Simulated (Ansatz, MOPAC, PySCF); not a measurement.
Pair of molecules: GaH3O (SMILES [OH][GaH2]) (first 5 atoms) with H2O (SMILES O); geometry from B3LYP-D3(BJ)/def2-TZVP, rigid monomers moved along the line of their centres of mass till H3···O6 is 3.43 Å.
(charge 0, multiplicity 1):
```xyz
8

O     -0.4482    -0.9819     1.0283
Ga     0.3858    -0.3830    -0.4381
H     -0.3631    -0.4026     1.8023
H      0.2403    -1.3218    -1.6765
H      1.1604     0.9772    -0.3617
O     -0.5495     1.0259     4.9185
H     -0.1758     0.4705     5.6117
H     -1.4543     1.2114     5.1934
```

Counterpoise-corrected where a basis set is named; no monomer relaxation. Rows marked so take none.

Rows in 3-21G carry no dispersion term and start afresh at each structure; the Pople sets are all-electron and without relativity. The state that PM3, PM6 reach isn't checked.

Programs: Ansatz (an electronic-structure program) with Gaussian orbitals; MOPAC for PM3, PM6 (differences of heats of formation); PySCF for 3-21G rows, the dispersion terms. 

**Question.** One of these levels gives -0.51 kcal/mol for the interaction energy. Name it.
(A) PBE-D4/def2-TZVPPD
(B) PM6
(C) B3LYP/3-21G (no counterpoise)
(D) PM3

**Answer.** D, PM3. The others give -0.93 (PM6), -1.33 (PBE-D4/def2-TZVPPD), -1.81 (B3LYP/3-21G (no counterpoise))
